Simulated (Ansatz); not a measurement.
Reactions of `C[Si](N)(N)[SiH3]`.

Isolated molecules relaxed with PBE0-D4/def2-TZVP in Ansatz; ΔE leaves out vibrations. CCSD(T)/CBS adds triple-zeta CCSD(T) − MP2 to the extrapolated MP2 energy (def2 sets, frozen cores). This one scheme is used for every species, atoms too. Open shells (•) are unrestricted, without spin–orbit coupling. Spin–orbit coupling would lower the free atoms: a little for C, Si. For Ge outer-core shells are correlated without core-valence functions, so the limit isn't a true one: a few kJ/mol of doubt a bond, and 10 to 20 or more in all where bonds break to atoms. Scalar relativity is left out up to krypton. One conformer a species, not always the lowest.

Q: Order these by ΔE at CCSD(T)/CBS, lowest first. (Estimate.)
A. `C[Si](N)(N)[SiH3]` + `N=CO` → `C/N=C/O` + `N[SiH](N)[SiH3]`
B. `C[Si](N)(N)[SiH3]` + `[OH][Ge][Cl]` → `C[Si](N)(O)[SiH3]` + `[NH2][Ge][Cl]`
C. `C[Si](N)(N)[SiH3]` + `OC(O)(O)F` → `OC(O)(F)O[SiH3]` + `C[SiH](N)N`
D. `C[Si](N)(N)[SiH3]` → `C[SiH](N)N` + `[SiH2]`
E. `C[Si](N)(N)[SiH3]` + `NB(N)O` → `NB(N)O[SiH3]` + `C[SiH](N)N`
F. `C[Si](N)(N)[SiH3]` + CH₄ → `C[Si](C)(N)N` + SiH₄
G. `C[Si](N)(N)[SiH3]` → `CN[SiH](N)[SiH3]`
H. `C[Si](N)(N)[SiH3]` → C• + 10 H• + 2 N• + 2 Si•

A: E (-102.9 kJ/mol), C (-93.8 kJ/mol), B (-27.1 kJ/mol), F (-6.5 kJ/mol), A (+72.9 kJ/mol), G (+88.9 kJ/mol), D (+228.2 kJ/mol), H (+5159.9 kJ/mol).

Largest T1 diagnostic: 0.014, for `[SiH2]`.
